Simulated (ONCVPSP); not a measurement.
**How hard is this lithium (Li) ONCV potential?**

* Element: Li (Z = 3)
* Generator: ONCVPSP 4.0.1
* Type: optimised norm-conserving Vanderbilt (ONCV)
* Functional: LDA (Perdew-Zunger)
* Relativity: scalar-relativistic
* Frozen core: none
* Valence charge: 3
* Reference configuration: 1s2 2p1
* Partial waves: 1s: rc 0.60 bohr, ncon 5, nbas 8, qcut 16.1 1/bohr, 2 projectors, debl 1.4 Ha; 2p: rc 4.00 bohr, ncon 4, nbas 7, qcut 1.7 1/bohr, 1 projector
* Local potential: polynomial inside 0.55 bohr (lpopt 5, dvloc0 6 Ha)
* Core correction: none

In the s channel the program set the typed energies aside and used -1.931, 0.250 Ha.

Question: For each optimised wave give the share of its norm inside rc, the residual kinetic energy above qcut (Ha) and the cutoffs (Ha) for errors of 10, 1, 0.1 and 0.01 mHa per electron.

Answer:

```
         wave  norm inside rc  residual KE  10 mHa  1 mHa  0.1 mHa  0.01 mHa
           1s           0.602      3.3e-04    83.1  114.1    236.0     436.6
s projector 2           0.050      4.7e-05    51.8   89.6    120.5     196.6
           2p           0.406      1.5e-03     0.8    1.7      7.0       9.0
```

The occupied waves need 114 Ha and 236 Ha for 1 and 0.1 mHa. Note: ghosts flagged at negative energy: s at -51.2 eV; GHOST(+) flagged for p at 6.1 eV. A true bound ghost makes a file unfit for plane-wave use. 1 of 4 tests not solved or not reliable.
